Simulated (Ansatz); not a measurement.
Calculated with Ansatz (gas phase, PBE0-D4/def2-TZVP geometries, no zero-point term in ΔE). CCSD(T)/CBS adds triple-zeta CCSD(T) − MP2 to the extrapolated MP2 energy (def2 sets, frozen cores). This one scheme is used for every species. Functionals use def2-TZVPP. One conformer a species, not always the lowest.

Consider the ligand exchange at the Si–C bond: `C[SiH2]C[SiH2]Cl` + `C=CS` → `C=CS[SiH2]C` + `C[SiH2]Cl`.

Is it downhill or uphill in electronic energy at CCSD(T)/CBS, and by how much? (Best estimate.)

Ansatz gave: Downhill: ΔE = -55.1 kJ/mol.

What do these levels give: PBE-D4, ωB97M-V, r2SCAN, MP2/def2-TZVPP, CCSD(T)/def2-TZVPP, MP2/CBS(def2)? (An estimate is asked.)

Computed: PBE-D4 -56.1, ωB97M-V -53.4, r2SCAN -56.7, MP2/def2-TZVPP -56.7, CCSD(T)/def2-TZVPP -52.5, MP2/CBS(def2) -59.2 kJ/mol.

Largest T1 diagnostic among the species: 0.012.
